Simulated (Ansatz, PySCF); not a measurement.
CH₅F₃Si₂, SMILES F[SiH2]C(F)(F)[SiH3]. Atoms are numbered in the order given.

```xyz
11

F     -2.4837    -0.4226     0.6007
Si    -1.3551    -0.2199    -0.5511
C      0.3506     0.0580     0.2783
F      0.2494     1.1724     1.1079
F      0.6124    -1.0360     1.0999
Si     1.9087     0.3173    -0.8333
H     -1.6953     0.9782    -1.3523
H     -1.2873    -1.4468    -1.3779
H      2.0894    -0.8844    -1.6882
H      3.0700     0.5079     0.0681
H      1.6931     1.5156    -1.6849
```

Geometry optimised at TPSSh-D3(BJ)/def2-SVP. This is a generated structure with no PubChem entry under its InChIKey; it may be hypothetical. One conformer was computed; it need not be the lowest.

Two levels are set side by side: PBE-D3(BJ)/def2-SVP (Ansatz, a first-principles code) and TPSSh-D3(BJ)/def2-SVP (PySCF). Each level has its own optimised geometry; the coordinates shown are those of the second. Frequencies come from the Hessian of PySCF at each geometry. Differences are taken from unrounded values.

```
quantity                            TPSSh-D3(BJ)
----------------------------------  ------------
mean bond length (Å)                       1.568
bond F1–Si2 (Å)                            1.625
bond Si2–C3 (Å)                            1.917
bond C3–F4 (Å)                             1.393
bond C3–F5 (Å)                             1.393
bond C3–Si6 (Å)                            1.931
bond Si2–H7 (Å)                            1.481
bond Si2–H8 (Å)                            1.481
bond Si6–H9 (Å)                            1.486
bond Si6–H10 (Å)                           1.482
bond Si6–H11 (Å)                           1.486
highest harmonic wavenumber (cm⁻¹)          2306
mean harmonic wavenumber (cm⁻¹)              919
zero-point energy (kcal/mol)               35.49
```

### Question
What does PBE-D3(BJ) give, and how far is it from TPSSh-D3(BJ)? (An estimate is asked for; the answer gives what the named calculation found.)

### Answer

```tsv
quantity	PBE-D3(BJ)	PBE-D3(BJ) minus TPSSh-D3(BJ)
mean bond length (Å)	1.579	0.011
bond F1–Si2 (Å)	1.636	0.011
bond Si2–C3 (Å)	1.924	0.007
bond C3–F4 (Å)	1.394	0.001
bond C3–F5 (Å)	1.394	0.001
bond C3–Si6 (Å)	1.940	0.009
bond Si2–H7 (Å)	1.498	0.017
bond Si2–H8 (Å)	1.498	0.017
bond Si6–H9 (Å)	1.502	0.016
bond Si6–H10 (Å)	1.499	0.016
bond Si6–H11 (Å)	1.502	0.016
highest harmonic wavenumber (cm⁻¹)	2207	-99
mean harmonic wavenumber (cm⁻¹)	883	-37
zero-point energy (kcal/mol)	34.06	-1.42
```

GGA bonds tend to be longer and softer than those of functionals with exact exchange. Differences between two approximate levels are no errors against the true value.
